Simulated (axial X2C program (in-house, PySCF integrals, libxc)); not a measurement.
# YI: cheaper levels and CCSD(T), 2c

Calculated with an in-house relativistic program for diatomic molecules. Two-component (2c) means X2C with spin–orbit coupling and atomic mean-field two-electron Coulomb and Gaunt terms. Basis: I dyall-cv3z [11s12p8d4f1g], Y dyall-cv3z [11s12p9d6f3g] (cores contracted in-house); Gaussian nuclei, density fitting, unrestricted open shells. Masses: I 126.904 u, Y 88.906 u.

State: Ω = 0 (closed shell); fragments I + Y.

| level | Re (Å) | ωe (cm⁻¹) |
| --- | --- | --- |
| PBE0 | 2.762 | 214.6 |
| HF | 2.862 | 199.1 |
| MP2 | 2.824 | 207.9 |
| CCSD | 2.838 | 206.2 |
| BP86 | 2.768 | 209.6 |

Correlated methods: 10 electrons correlated (number of frozen shells: I 4 s, 3 p, 2 d; Y 4 s, 3 p, 1 d), 358 virtual spin orbitals or spinors in MP2, 90 natural virtuals in coupled cluster.

CCSD(T), same Hamiltonian and basis:

Re = 2.833 Å, ωe = 207.2 cm⁻¹; T1 = 0.014 (Lee–Taylor normalisation).

(1) Give the differences from CCSD(T) in the columns below.

The state is one determinant whose occupation by symmetry is held fixed; it was picked as the lowest of a PBE0 search that is not exhaustive. The closed shell is kept restricted, so the energy runs too high when the bond is stretched far. De is not given where an atomic determinant may have missed its ground term or J level, or where the truncated virtual space spoils (T). CCSD and (T) use frozen natural virtuals with an MP2 correction for the truncation; (T) itself is uncorrected, so its De runs slightly low. Other states lie close and PBE0, whose exact exchange favours high spin, may order them wrongly; the determinant shown need not be the ground state. The nearest other 2c determinant of the search, Ω = 1, lies 0.37 eV up at the distance of the search. Without a current term, density functionals place determinants with orbital angular momentum somewhat too high. The outer-core s and p shells of the metal are frozen in the correlated rows, which leaves out core–valence correlation; for alkali and alkaline-earth bonds that tends to lengthen them. With the outer-core shells frozen, correlated bond lengths of heavy atoms tend to come out a few hundredths of an ångström too long.

## Answers

(1) 

```
level  ΔRe (Å)  Δωe (cm⁻¹)
 PBE0   -0.071         7.4
   HF    0.029        -8.1
  MP2   -0.009         0.7
 CCSD    0.005        -1.0
 BP86   -0.065         2.4
```
